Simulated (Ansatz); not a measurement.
Input for Ansatz (development build ahead of 0.2.0):

```yaml
crystal:
  periodic: [false, false, false]
  atoms:
    - { symbol: Li, position_ang: [0.0, 0.0, 0.0] }
    - { symbol: O, position_ang: [2.8111, 0.0, 0.0] }
    - { symbol: O, position_ang: [-1.4055, 2.4344, 0.0] }
    - { symbol: O, position_ang: [-1.4055, -2.4344, 0.0] }
basis:
  gaussian: { orbitals: pcseg-2 }
magnetization:
  spin_polarized: true
  initial_magnetization: 1
hamiltonian:
  xc: { name: wB97X }
```

The input is written out in the form of the current development build from the run's settings.

Results

```yaml
Converged: yes
Total_energy: -232.78874 hartree
Spin_squared_of_the_determinant: 2.814
Stability_test: minimum
```

Caution: the unrestricted determinant is a mixture of spin states.
